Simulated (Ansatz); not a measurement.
Relaxation of H10O3Si4 (17 atoms, charge 0, multiplicity 1), to a largest force component of 0.02 eV/Å in at most 40 steps.

These are results of RKS PBE0-D4/STO-3G (Ansatz), not measurements.

```xyz
17
Properties=species:S:1:pos:R:3:forces:R:3
Si 0.000 0.000 0.000 -0.28 -0.50 -0.07
H 0.000 0.000 1.460 0.07 0.14 -0.02
O 1.584 0.000 -0.559 -0.45 0.72 -0.07
Si 2.491 -1.376 -0.887 -0.42 -0.25 0.00
H 1.660 -2.352 -1.586 0.36 -0.01 0.12
H 3.632 -1.020 -1.725 -0.33 0.03 0.27
H 2.969 -1.954 0.366 -0.02 -0.01 -0.27
O -0.791 1.371 -0.559 0.80 0.11 0.13
Si -2.400 1.426 -1.040 0.04 -0.50 0.00
H -3.212 0.642 -0.114 -0.06 0.19 -0.26
H -2.862 2.811 -1.038 0.25 -0.34 0.03
H -2.527 0.874 -2.385 -0.17 0.13 0.24
O -0.791 -1.371 -0.559 0.18 0.14 -0.33
Si -1.673 -2.433 0.398 0.06 0.11 0.26
H -1.263 -2.287 1.792 -0.22 -0.16 -0.16
H -3.096 -2.132 0.276 0.25 -0.15 0.08
H -1.426 -3.804 -0.040 -0.06 0.36 0.06
```

Task: Where does it end, and by what steps?

Result: It converged. The force dipped under the threshold on the way, but the program's further checks kept it going. Limits of this set-up: minimal basis. After 33 steps the energy has fallen by 0.368 eV; H10 moved furthest, 2.34 Å.

| step | energy less start (eV) | largest force component (eV/Å) | accepted |
| --- | --- | --- | --- |
| 0 | 0.0000 | 0.802 | yes |
| 2 | -0.1524 | 0.151 | yes |
| 4 | -0.1972 | 0.351 | yes |
| 6 | -0.2381 | 0.285 | yes |
| 8 | -0.2510 | 0.114 | yes |
| 10 | -0.2785 | 0.392 | yes |
| 12 | -0.3086 | 0.050 | yes |
| 14 | -0.3175 | 0.126 | yes |
| 16 | -0.3316 | 0.197 | yes |
| 18 | -0.3451 | 0.168 | yes |
| 20 | -0.3549 | 0.235 | yes |
| 22 | -0.3616 | 0.152 | yes |
| 24 | -0.3649 | 0.044 | yes |
| 26 | -0.3663 | 0.042 | yes |
| 28 | -0.3671 | 0.051 | yes |
| 30 | -0.3677 | 0.019 | yes |
| 32 | -0.3680 | 0.019 | yes |
| 33 | -0.3680 | 0.012 | yes |

```xyz
17
Properties=species:S:1:pos:R:3
Si -0.035 -0.141 0.629
H 0.216 0.055 2.043
O 1.337 0.161 -0.281
Si 1.808 -1.020 -1.405
H 0.780 -1.313 -2.382
H 2.940 -0.449 -2.097
H 2.230 -2.257 -0.783
O -1.273 0.926 0.257
Si -1.695 1.152 -1.370
H -2.055 -0.096 -2.015
H -2.839 2.033 -1.377
H -0.626 1.758 -2.137
O -0.423 -1.723 0.221
Si -1.732 -2.491 0.967
H -1.620 -2.458 2.412
H -2.993 -1.878 0.602
H -1.726 -3.863 0.516
```

Run time: 3 min on 1 thread of Arm Neoverse V2, with other jobs on the host, peak memory 0.18 GiB.
